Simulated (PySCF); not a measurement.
C2H2F4, SMILES FCC(F)(F)F.

Geometry optimised at PBE-D3(BJ)/def2-SVP.

Level of theory: PBE-D3(BJ)/def2-SVP (PySCF 2.14.0).

Harmonic, unscaled wavenumbers; measured fundamentals usually lie a few per cent lower.

Computed vibrational spectrum:
| mode | ν (cm⁻¹) | IR (km/mol) | Raman (Å⁴/amu) | depolarisation | moving atoms (share of kinetic energy) |
|---|---|---|---|---|---|
| 1 | 103 | 4.4 | 0.0 | – | F 71 %, H 16 %, C 14 % |
| 2 | 207 | 2.8 | 0.0 | – | F 94 % |
| 3 | 341 | 0.9 | 0.2 | 0.75 | F 56 %, H 27 %, C 17 % |
| 4 | 400 | 0.6 | 1.6 | 0.60 | F 89 %, C 9 % |
| 5 | 517 | 1.7 | 0.9 | 0.75 | F 84 %, C 8 % |
| 6 | 534 | 7.3 | 1.5 | 0.59 | F 81 %, C 15 % |
| 7 | 647 | 27.5 | 2.0 | 0.69 | F 64 %, C 32 % |
| 8 | 829 | 13.7 | 6.1 | 0.05 | F 63 %, C 28 %, H 9 % |
| 9 | 945 | 56.9 | 2.9 | 0.75 | H 48 %, C 32 %, F 20 % |
| 10 | 1112 | 66.1 | 3.2 | 0.61 | C 52 %, F 38 %, H 10 % |
| 11 | 1166 | 279.7 | 1.2 | 0.74 | C 73 %, F 22 % |
| 12 | 1174 | 79.6 | 4.7 | 0.75 | H 54 %, C 37 %, F 10 % |
| 13 | 1268 | 163.6 | 1.5 | 0.42 | C 66 %, H 22 %, F 12 % |
| 14 | 1273 | 138.6 | 6.6 | 0.75 | H 48 %, C 44 %, F 8 % |
| 15 | 1397 | 29.8 | 1.5 | 0.74 | H 51 %, C 47 % |
| 16 | 1424 | 0.9 | 10.0 | 0.71 | H 89 %, C 10 % |
| 17 | 2980 | 16.9 | 110.7 | 0.08 | H 95 % |
| 18 | 3045 | 14.5 | 59.9 | 0.75 | H 90 %, C 10 % |
